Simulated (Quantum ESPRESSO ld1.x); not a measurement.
Results of a calculation; reference values are marked as such.
Question: These are the eigenvalues of the occupied orbitals of an atom or ion with whole-number occupations (eV). Level of theory: scalar-relativistic Kohn-Sham, revPBE, spin-unpolarised, spherical densities, point nucleus (ld1.x of Quantum ESPRESSO 7.5).

| orbital | eigenvalue |
|---|---|
| 1s | -61247.4 |
| 2s | -10376.8 |
| 2p | -9144.00 |
| 3s | -2338.95 |
| 3p | -1967.41 |
| 3d | -1515.63 |
| 4s | -460.176 |
| 4p | -338.267 |
| 4d | -177.926 |
| 5s | -54.9174 |
| 5p | -27.4124 |
| 6s | -3.8640 |
| 4f | -2.9829 |

Which element is it, and in what charge state? The configuration may be excited.

Answer: Z = 70, ytterbium, charge 0: Yb in [Xe] 4f14 6s2. The list shows which subshells hold electrons but not how many an open one holds; the 1s level, -2250.8 hartree, gives Z - s = 67.1 by -(Z - s)^2/2, which with screening and relativity narrows Z to a few neighbours, and the depths of the outer levels then fix element, charge and occupations together.
